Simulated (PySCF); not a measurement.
## Electron correlation in Sn⁻ (tin, charge -1)

[Kr] 4d10 5s2 5p3, high-spin 4S determinant. Calculation: PySCF 2.14, in def2-TZVPPD with the def2 core potential (28 electrons); scalar relativity through the core potential. Frozen: 4s2 4p6 4d10; 5 electrons correlated.

| level | correlation energy (mhartree) |
| --- | --- |
| CCSD | -69.31 |
| (T) | -2.80 |
| CCSD(T) | -72.11 |

Diagnostics: T1 = 0.0069, D1 = 0.0180, largest double amplitude 0.039.

Cost of the coupled-cluster step: of the order of 0.8 core-seconds, for 5 correlated electrons.

Iterations:

```
CC2 = 0
CCSD nocc = (np.int64(4), np.int64(1)), nmo = (47, 47)
frozen orbitals [[0, 1, 2, 3, 4, 5, 6, 7, 8], [0, 1, 2, 3, 4, 5, 6, 7, 8]]
max_cycle = 100
direct = 0
conv_tol = 1e-08
conv_tol_normt = 1e-06
diis_space = 8
diis_start_cycle = 0
Init t2, MP2 energy = -0.0568752465346768
Init E_corr(UCCSD) = -0.0568752465393947
cycle = 1  E_corr(UCCSD) = -0.0665177343139133  dE = -0.00964248777  norm(t1,t2) = 0.0454462
cycle = 2  E_corr(UCCSD) = -0.0685147685003911  dE = -0.00199703419  norm(t1,t2) = 0.0132137
cycle = 3  E_corr(UCCSD) = -0.0693237173292393  dE = -0.000808948829  norm(t1,t2) = 0.00479358
cycle = 4  E_corr(UCCSD) = -0.0693146801440637  dE = 9.03718518e-06  norm(t1,t2) = 0.000743846
cycle = 5  E_corr(UCCSD) = -0.0693149055603801  dE = -2.25416316e-07  norm(t1,t2) = 0.000132813
cycle = 6  E_corr(UCCSD) = -0.0693142461560485  dE = 6.59404332e-07  norm(t1,t2) = 3.16454e-05
cycle = 7  E_corr(UCCSD) = -0.0693145361798846  dE = -2.90023836e-07  norm(t1,t2) = 9.09409e-06
cycle = 8  E_corr(UCCSD) = -0.0693144406680163  dE = 9.55118683e-08  norm(t1,t2) = 3.01056e-06
cycle = 9  E_corr(UCCSD) = -0.0693144349816959  dE = 5.6863204e-09  norm(t1,t2) = 6.77864e-07
UCCSD converged
E(UCCSD) = -213.4424956610009  E_corr = -0.06931443498169586
UCCSD(T) correction = -0.0027977654306003
```
